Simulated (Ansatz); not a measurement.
The cluster Cs4Cl4, relaxed as a singlet with RKS PBE0-D4/def2-SVP in Ansatz, starting from the GFN1-xTB geometry. Force threshold 0.02 eV/Å.

In the def2 sets Cs takes a core potential; there is no spin–orbit coupling. Another isomer (singlet) lies 0.82 eV lower at PBE0-D4/def2-TZVP; other spin states weren't run for this one.

Start:

```xyz
8

Cs    0.9672    1.7750   -0.0843
Cs    3.2802   -1.9464    1.6459
Cs   -1.0484   -2.0019    0.0706
Cs   -3.3219    2.0896   -1.7121
Cl    3.4102    0.9389    1.2736
Cl   -3.4808   -0.7032   -0.8665
Cl    1.0180   -3.7301    1.1732
Cl   -0.8245    3.5781   -1.5004
```

```tsv
step	energy (eV)	largest force component (eV/Å)	SCF passes
1	-52263.6107	1.159	14
2	-52264.3974	0.487	19
3	-52264.6734	0.282	20
4	-52264.8676	0.167	16
5	-52264.9850	0.146	16
6	-52265.0625	0.101	16
7	-52265.1084	0.083	17
8	-52265.1313	0.061	17
9	-52265.1475	0.061	20
10	-52265.1685	0.081	20
11	-52265.2034	0.115	20
13	-52265.3125	0.115	21
15	-52265.3355	0.026	21
17	-52265.3387	0.017	21
19	-52265.3516	0.037	20
21	-52265.3965	0.103	20
23	-52265.5192	0.190	21
25	-52265.6274	0.123	21
27	-52265.6365	0.019	21
29	-52265.6414	0.049	21
31	-52265.6455	0.017	21
```

Force components are those of the run's own axes.

End:

```xyz
8

Cs    0.1254    2.4970    0.3394
Cs    3.9808   -2.5254    1.3879
Cs   -0.6809   -2.1641    1.0243
Cs   -3.4586    2.2177   -2.6615
Cl    1.9108   -0.0630    1.4261
Cl   -2.3884    0.3424   -0.2856
Cl    1.5868   -4.4615    0.9216
Cl   -1.0759    4.1568   -2.1521
```

Bonds formed: Cs1–Cl6, Cs3–Cl5 (atoms count from 1). Metal–metal contacts that move far: Cs1–Cs2 4.71 to 6.42 Å, Cs3–Cs4 5.01 to 6.36 Å.

The force fell under the threshold at step 17, but the optimiser went on and released 0.307 eV more. No frequencies were taken in this run, so the end may be a saddle point.

Run time 4.1 min (4 threads of Arm Neoverse N1 on a shared host).
